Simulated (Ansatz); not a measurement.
Start from `[SiH3]C[O][ZnH]` and change one atom or group to get `OCOC[SiH3]`.

Ansatz, PBE0-D4/def2-TZVP geometries, multiplicity 1. Each molecule was computed in one conformer, which needn't be the lowest.

Scalar relativity is left out up to krypton.

| property | `[SiH3]C[O][ZnH]` |
| --- | --- |
| HOMO energy (ωB97M-V/def2-TZVPP) / eV | -9.37 |
| HOMO energy (PBE0/def2-TZVPP) / eV | -7.07 |
| HOMO–LUMO gap (PBE/def2-TZVPP) / eV | 4.55 |
| HOMO–LUMO gap (B3LYP/def2-TZVPP) / eV | 6.17 |
| size of the dipole moment (B3LYP/def2-TZVPP) / D | 0.72 |
| HOMO energy (B3LYP/def2-TZVPP) / eV | -6.86 |

(1) What does the change do to each property? (An estimate is asked.)

Answers

(1) The calculation gave: 
| property | `OCOC[SiH3]` | shift |
| --- | --- | --- |
| HOMO energy (ωB97M-V/def2-TZVPP) / eV | -9.81 | -0.44 |
| HOMO energy (PBE0/def2-TZVPP) / eV | -7.48 | -0.41 |
| HOMO–LUMO gap (PBE/def2-TZVPP) / eV | 5.93 | 1.38 |
| HOMO–LUMO gap (B3LYP/def2-TZVPP) / eV | 7.72 | 1.55 |
| size of the dipole moment (B3LYP/def2-TZVPP) / D | 0.77 | 0.05 |
| HOMO energy (B3LYP/def2-TZVPP) / eV | -7.26 | -0.40 |

With PBE0 the HOMO falls by 0.41 eV and the LUMO rises by 1.15 eV, so the gap widens by about 1.56 eV. PBE moves the HOMO by -0.26 eV and ωB97M-V by -0.44 eV. Dipoles are sizes alone; their direction can turn.

B3LYP here is the variant with VWN-RPA as its local correlation; programs differ in this.
